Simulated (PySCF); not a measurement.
CF2, SMILES F[C]F (connectivity only; charge and spin as stated), neutral, multiplicity 1.

The structure is a stationary point at B3LYP-D3(BJ)/def2-TZVP. The isomer is the one that the SMILES or the coordinates give; other isomers of the formula were not compared.

Two levels are set side by side: TDA-PBE/def2-TZVPD (PySCF) and EOM-CCSD/aug-cc-pVDZ (PySCF). Vertical, same geometry; the bases differ. Differences are taken from unrounded values.

```json
[
 {"quantity": "lowest singlet excitation (eV)", "EOM-CCSD": "5.12", "TDA-PBE": "5.06", "TDA-PBE minus EOM-CCSD": "-0.06"},
 {"quantity": "lowest triplet excitation (TDA for PBE) (eV)", "EOM-CCSD": "2.64", "TDA-PBE": "2.51", "TDA-PBE minus EOM-CCSD": "-0.13"}
]
```

Rough cost on one machine, each run with all the roots and properties that it gave: EOM-CCSD against TDA-PBE about 5 times.
